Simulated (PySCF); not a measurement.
Computed IR spectrum (relative IR intensity) of a molecule C3H4ClNSi. Geometry optimised at PBE-D3(BJ)/def2-SVP. One conformer was computed; it need not be the lowest. Level of theory: PBE-D3(BJ)/def2-SVP run with PySCF. Frequencies are harmonic and unscaled.

```
ν (cm⁻¹)  relative intensity
--------  ------------------
348                      2.0
479                       13
572                       39
630                      4.2
676                       18
701                      4.0
734                      9.7
792                      100
839                       28
922                       18
930                      3.4
1039                     7.6
1252                     5.8
1310                     3.8
1525                      15
1617                      14
2199                      42
2989                      28
3093                     7.7
```

**Question.** Which structure fits?
(A) Cl[Si@H]1C=CC=N1
(B) N#C/C=C(\[SiH3])Cl
(C) C#C/C=N/[SiH2]Cl
(D) N#C/C([SiH3])=C/Cl

**Answer.** A, Cl[Si@H]1C=CC=N1
